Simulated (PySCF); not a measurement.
Be(I)(SMe) (CH3BeIS), SMILES C[S][Be][I].

Coordinates come from a PBE0-D3(BJ)/def2-SVP optimisation. The def2 effective core potentials stand for the cores of I; spin–orbit coupling is left out. One conformer was computed; it need not be the lowest.

Calculation: TDA-M06-2X/def2-SVPD in PySCF 2.14.0.

Vertical excitations.  State labels are in the subgroup Cs.

Computed lowest excited states:
```json
[
 {"state": "S1", "symmetry": "A\"", "energy (eV)": "4.53", "λ (nm)": "274", "f": "0.000", "main pairs": "HOMO→LUMO 92 %"},
 {"state": "S2", "symmetry": "A\"", "energy (eV)": "5.71", "λ (nm)": "217", "f": "0.000", "main pairs": "HOMO−2→LUMO 88 %"},
 {"state": "S3", "symmetry": "A'", "energy (eV)": "5.78", "λ (nm)": "215", "f": "0.034", "main pairs": "HOMO→LUMO+1 52 %, HOMO−1→LUMO 21 %, HOMO−3→LUMO 19 %"},
 {"state": "S4", "symmetry": "A\"", "energy (eV)": "5.79", "λ (nm)": "214", "f": "0.006", "main pairs": "HOMO→LUMO+2 87 %"},
 {"state": "S5", "symmetry": "A'", "energy (eV)": "6.09", "λ (nm)": "203", "f": "0.081", "main pairs": "HOMO−1→LUMO 47 %, HOMO−3→LUMO 24 %, HOMO−2→LUMO+1 20 %"},
 {"state": "S6", "symmetry": "A'", "energy (eV)": "6.29", "λ (nm)": "197", "f": "0.212", "main pairs": "HOMO−3→LUMO 46 %, HOMO→LUMO+1 34 %, HOMO−1→LUMO 9 %"},
 {"state": "S7", "symmetry": "A\"", "energy (eV)": "6.34", "λ (nm)": "196", "f": "0.000", "main pairs": "HOMO−1→LUMO+1 93 %"},
 {"state": "S8", "symmetry": "A'", "energy (eV)": "6.57", "λ (nm)": "189", "f": "0.068", "main pairs": "HOMO−1→LUMO+2 93 %"},
 {"state": "S9", "symmetry": "A\"", "energy (eV)": "6.65", "λ (nm)": "187", "f": "0.111", "main pairs": "HOMO−2→LUMO+2 78 %, HOMO→LUMO+3 13 %"},
 {"state": "S10", "symmetry": "A\"", "energy (eV)": "6.83", "λ (nm)": "181", "f": "0.014", "main pairs": "HOMO−3→LUMO+1 56 %, HOMO→LUMO+4 11 %, HOMO→LUMO+7 11 %"},
 {"state": "T1", "symmetry": "A\"", "energy (eV)": "4.34", "λ (nm)": "286", "f": "0", "main pairs": "HOMO→LUMO 89 %"},
 {"state": "T2", "symmetry": "A'", "energy (eV)": "5.00", "λ (nm)": "248", "f": "0", "main pairs": "HOMO→LUMO+1 83 %"},
 {"state": "T3", "symmetry": "A'", "energy (eV)": "5.41", "λ (nm)": "229", "f": "0", "main pairs": "HOMO−1→LUMO 86 %"},
 {"state": "T4", "symmetry": "A\"", "energy (eV)": "5.57", "λ (nm)": "223", "f": "0", "main pairs": "HOMO→LUMO+2 84 %"}
]
```
Triplets are in the Tamm–Dancoff approximation.
